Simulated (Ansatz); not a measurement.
C₂Cl₄, singlet, at a GFN2-xTB geometry; SC-NEVPT2/STO-3G, CASSCF(2,3) (Ansatz, a first-principles code).

The Ansatz input:
Ansatz 0.2 input:
```yaml
crystal:
  periodic: [false, false, false]
  atoms:
    - {symbol: C, position_ang: [0.00305246, 0.00262455, 0.66926011]}
    - {symbol: C, position_ang: [-0.00305246, -0.00262455, -0.66926011]}
    - {symbol: Cl, position_ang: [0.00298418, 1.45814059, 1.57060993]}
    - {symbol: Cl, position_ang: [0.01139454, -1.44577756, 1.58195950]}
    - {symbol: Cl, position_ang: [-0.00298418, -1.45814059, -1.57060993]}
    - {symbol: Cl, position_ang: [-0.01139454, 1.44577756, -1.58195950]}
basis:
  gaussian:
    orbitals: STO-3G
magnetization: {spin_polarized: false}
correlation: {method: sc_nevpt2, electrons: all, active_space: {window: {electrons: 2, orbitals: 3}}}
```

Predict the main parts of the log of this Ansatz run.


```
Functional definition: HF
540 factors; integrals over basis functions are off by at most 2.7e-5 eV
mean field evaluation 1: about -51507.0069 eV, gradient 3.6e1 eV
mean field evaluation 2: about -51507.1798 eV, gradient 3.6e1 eV
mean field evaluation 4: about -51512.3977 eV, gradient 1.9e0 eV
mean field evaluation 8: about -51512.4221 eV, gradient 5.6e-4 eV
mean field -51512.42210423 eV, -1893.0465959566 hartree, gradient 6.3e-7 eV, S^2 0.000000; 0 other end points of the search recorded, 0 dependent functions left out; unrestricted orbitals would lower it
reference -51512.42210423 eV, -1893.0465959566 hartree; 40, 40 occupied and 6, 6 virtual orbitals, 540 factors
state -51513.50617268 eV, -1893.0864347375 hartree
state -51513.50617268 eV, -1893.0864347375 hartree; corrected -51516.96733526 eV, -1893.2136301160 hartree
Total energy: -51516.96733526 eV, -1893.2136301160 hartree
```
